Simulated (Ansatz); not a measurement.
Reaction (hydrogenolysis of a B–C bond): `CCOB(C)F` + H₂ → `CCOBF` + CH₄

Isolated molecules relaxed with PBE0-D4/def2-TZVP in Ansatz; ΔE leaves out vibrations. CCSD(T)/CBS adds triple-zeta CCSD(T) − MP2 to the extrapolated MP2 energy (def2 sets, frozen cores). This one scheme is used for every species. Functionals use def2-TZVPP. B3LYP here is the variant with VWN-RPA as its local correlation; programs differ in this. Each species was taken in one conformer, which may not be the lowest.

```json
{"level": "PBE0-D4", "ΔE (kcal/mol)": "-3.7", "difference from CCSD(T)/CBS": "0.0"}
{"level": "ωB97M-V", "ΔE (kcal/mol)": "-3.6", "difference from CCSD(T)/CBS": "0.1"}
{"level": "B2PLYP", "ΔE (kcal/mol)": "-5.4", "difference from CCSD(T)/CBS": "-1.7"}
{"level": "PBE0", "ΔE (kcal/mol)": "-4.7", "difference from CCSD(T)/CBS": "-1.0"}
{"level": "B3LYP", "ΔE (kcal/mol)": "-6.3", "difference from CCSD(T)/CBS": "-2.6"}
{"level": "HF/def2-TZVPP", "ΔE (kcal/mol)": "-8.5", "difference from CCSD(T)/CBS": "-4.8"}
{"level": "CCSD(T)/def2-TZVPP", "ΔE (kcal/mol)": "-4.1", "difference from CCSD(T)/CBS": "-0.4"}
{"level": "HF/CBS(def2)", "ΔE (kcal/mol)": "-8.6", "difference from CCSD(T)/CBS": "-4.9"}
{"level": "MP2/CBS(def2)", "ΔE (kcal/mol)": "-3.2", "difference from CCSD(T)/CBS": "0.5"}
{"level": "CCSD/CBS(def2)", "ΔE (kcal/mol)": "-4.5", "difference from CCSD(T)/CBS": "-0.8"}
{"level": "CCSD(T)/CBS", "ΔE (kcal/mol)": "-3.7", "difference from CCSD(T)/CBS": "0"}
```

Largest T1 diagnostic among the species: 0.012.

In def2-TZVPP, CCSD(T) changes the Hartree–Fock value by +4.4 kcal/mol (the triples alone add +0.8 kcal/mol) and MP2 by +4.9 kcal/mol. The D4 term adds +1.9 kcal/mol with B3LYP and +1.0 kcal/mol with PBE0; it sums over pairs of atoms, weighted by their polarisabilities, and B3LYP, whose exchange is more repulsive, gets the larger term.
